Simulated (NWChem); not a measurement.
Everything below was run with NWChem. System: C4H5Cl, charge 0, spin multiplicity 1, at a geometry optimised with B3LYP/def2-SVP. The structure started from a generated list of species. Level: PBE0/def2-TZVP.

Input file:

```
start mol
memory heap 200 mb stack 800 mb global 1000 mb
geometry units angstroms nocenter noautoz noautosym
  C     -2.736124    -0.011682     0.692542
  C     -1.736303    -0.301551    -0.396048
  C     -0.447131    -0.481015    -0.224432
  C      0.834976    -0.672617    -0.051243
  Cl     2.022309     0.625068    -0.102425
  H     -2.257481     0.047746     1.680048
  H     -3.254689     0.942211     0.495789
  H     -3.512109    -0.795681     0.724505
  H     -2.130347    -0.366934    -1.421225
  H      1.282863    -1.652312     0.137190
end
basis spherical
  * library def2-tzvp
end
dft
  xc pbe0
  semidirect memsize 60000000 filesize 0
  iterations 100
end
task dft energy
```

Part of the output:

```
             Northwest Computational Chemistry Package (NWChem) 7.3.0
             --------------------------------------------------------

                                NWChem Input Module
                                -------------------

 Scaling coordinates for geometry "geometry" by  1.889725989
 (inverse scale =  0.529177249)

                             Geometry "geometry" -> ""
                             -------------------------

 Output coordinates in angstroms (scale by  1.889725989 to convert to a.u.)

  No.       Tag          Charge          X              Y              Z
 ---- ---------------- ---------- -------------- -------------- --------------
    1 C                    6.0000    -2.73612400    -0.01168200     0.69254200
    2 C                    6.0000    -1.73630300    -0.30155100    -0.39604800
    3 C                    6.0000    -0.44713100    -0.48101500    -0.22443200
    4 C                    6.0000     0.83497600    -0.67261700    -0.05124300
    5 Cl                  17.0000     2.02230900     0.62506800    -0.10242500
    6 H                    1.0000    -2.25748100     0.04774600     1.68004800
    7 H                    1.0000    -3.25468900     0.94221100     0.49578900
    8 H                    1.0000    -3.51210900    -0.79568100     0.72450500
    9 H                    1.0000    -2.13034700    -0.36693400    -1.42122500
   10 H                    1.0000     1.28286300    -1.65231200     0.13719000

 Effective nuclear repulsion energy (a.u.)     181.5886184917

            Nuclear Dipole moment (a.u.)
            ----------------------------
        X                 Y               Z
 ---------------- ---------------- ----------------
    -0.0000037795    -0.0000075589    -0.0000075589


 Summary of "ao basis" -> "" (spherical)
 ------------------------------------------------------------------------------
       Tag                 Description            Shells   Functions and Types
 ---------------- ------------------------------  ------  ---------------------
 *                         def2-tzvp                  on all atoms
[...]
 Vector   23  Occ=2.000000D+00  E=-2.663864D-01
              MO Center=  5.8D-01, -1.5D-01, -1.4D-01, r^2= 3.3D+00
   Bfn.  Coefficient  Atom+Function         Bfn.  Coefficient  Atom+Function
  ----- ------------  ---------------      ----- ------------  ---------------
   141      0.322427   5 Cl pz              144      0.257118   5 Cl pz
    70     -0.241915   3 C  pz              101     -0.237719   4 C  pz
    73     -0.214325   3 C  pz              104     -0.214813   4 C  pz
   138      0.158122   5 Cl pz              107     -0.130214   4 C  pz
   132     -0.124098   5 Cl pz               76     -0.118569   3 C  pz

 Vector   24  Occ=0.000000D+00  E=-2.224008D-02
              MO Center= -3.2D-01, -2.0D-01, -2.0D-01, r^2= 4.5D+00
   Bfn.  Coefficient  Atom+Function         Bfn.  Coefficient  Atom+Function
  ----- ------------  ---------------      ----- ------------  ---------------
    44      0.518499   2 C  py               75     -0.357486   3 C  py
    97     -0.323419   4 C  s               129      0.324319   5 Cl s
    74     -0.303162   3 C  px              142     -0.292045   5 Cl px
    38      0.272977   2 C  py              143     -0.260817   5 Cl py
    41      0.253166   2 C  py               69     -0.236760   3 C  py

 Vector   25  Occ=0.000000D+00  E=-4.208890D-04
              MO Center= -3.5D-01, -4.2D-01, -1.8D-01, r^2= 4.5D+00
   Bfn.  Coefficient  Atom+Function         Bfn.  Coefficient  Atom+Function
  ----- ------------  ---------------      ----- ------------  ---------------
     5      1.496133   1 C  s               182     -0.642380   9 H  s
   107      0.539613   4 C  pz              176     -0.464923   8 H  s
   170     -0.442037   7 H  s                76     -0.418908   3 C  pz
    74      0.361769   3 C  px              164     -0.348410   6 H  s
    45     -0.330458   2 C  pz               67     -0.329720   3 C  s

 Vector   26  Occ=0.000000D+00  E= 5.360846D-02
              MO Center=  9.4D-02, -7.1D-01,  1.4D-01, r^2= 8.1D+00
   Bfn.  Coefficient  Atom+Function         Bfn.  Coefficient  Atom+Function
  ----- ------------  ---------------      ----- ------------  ---------------
     5      2.937890   1 C  s               188     -1.675792  10 H  s
    97      1.235140   4 C  s               170     -1.013965   7 H  s
    66     -0.968018   3 C  s               176     -0.911702   8 H  s
   164     -0.878443   6 H  s                35      0.737067   2 C  s
   106     -0.705409   4 C  py               74      0.628038   3 C  px

 center of mass
 --------------
 x =   0.25238067 y =   0.05188285 z =  -0.03656507

 moments of inertia (a.u.)
 ------------------
         148.557783470882        -159.474788585826          91.405100697135
        -159.474788585826        1167.672900441030          -4.002647100702
          91.405100697135          -4.002647100702        1214.215951760980

     Multipole analysis of the density
     ---------------------------------

     L   x y z        total         alpha         beta         nuclear
     -   - - -        -----         -----         ----         -------
     0   0 0 0     -0.000000    -23.000000    -23.000000     46.000000

     1   1 0 0     -0.820928     -0.410462     -0.410462     -0.000004
     1   0 1 0     -0.340561     -0.170277     -0.170277     -0.000008
     1   0 0 1      0.064390      0.032199      0.032199     -0.000008

     2   2 0 0    -25.162020   -319.912378   -319.912378    614.662736
     2   1 1 0     -1.142294    -38.112918    -38.112918     75.083543
     2   1 0 1      0.387580     27.273882     27.273882    -54.160184
     2   0 2 0    -27.120252    -41.555746    -41.555746     55.991240
     2   0 1 1     -0.079297     -1.289293     -1.289293      2.499289
     2   0 0 2    -27.638947    -31.580351    -31.580351     35.521756

 Task  times  cpu:       82.1s     wall:       82.1s

 Total times  cpu:       82.1s     wall:       82.1s
```
